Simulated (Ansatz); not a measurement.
`[F][Ti]([F])([F])[SH]` + H₂O → `[OH][Ti]([F])([F])[F]` + H₂S  (formal hydrolysis of a Ti–S bond)

Isolated molecules relaxed with PBE0-D4/def2-TZVP in Ansatz; ΔE leaves out vibrations. CCSD(T)/CBS is the MP2 limit (def2-TZVPP, def2-QZVPP) plus CCSD(T) − MP2 in def2-TZVPP, frozen cores. This one scheme is used for every species. Functionals use def2-TZVPP. For Ti outer-core shells are correlated without core-valence functions, which leaves a few kJ/mol of doubt a bond. Scalar relativity is left out up to krypton. One conformer a species, not always the lowest.

```csv
level,ΔE (eV)
ωB97X-V,-0.49
BLYP,-0.44
BHLYP,-0.51
RPA@PBE/def2-TZVPP,-0.40
```

Task: What does CCSD(T)/CBS give? (An estimate is asked.)

Result: Ansatz gave: -0.38 eV. The listed levels differ from it by -0.11, -0.06, -0.13, -0.02 eV.

Largest T1 diagnostic among the species: 0.025, so the coupled-cluster value is less sure than usual.

In def2-TZVPP, CCSD(T) changes the Hartree–Fock value by +0.19 eV (the triples alone add +0.07 eV) and MP2 by +0.23 eV. At CCSD(T), def2-SVP lies −0.26 eV from the extrapolated value and def2-TZVPP −0.05 eV. The D4 term adds +0.04 eV with B3LYP and +0.02 eV with PBE0; it sums over pairs of atoms, weighted by their polarisabilities, and B3LYP, whose exchange is more repulsive, gets the larger term.

B3LYP here is the variant with VWN-RPA as its local correlation; programs differ in this.
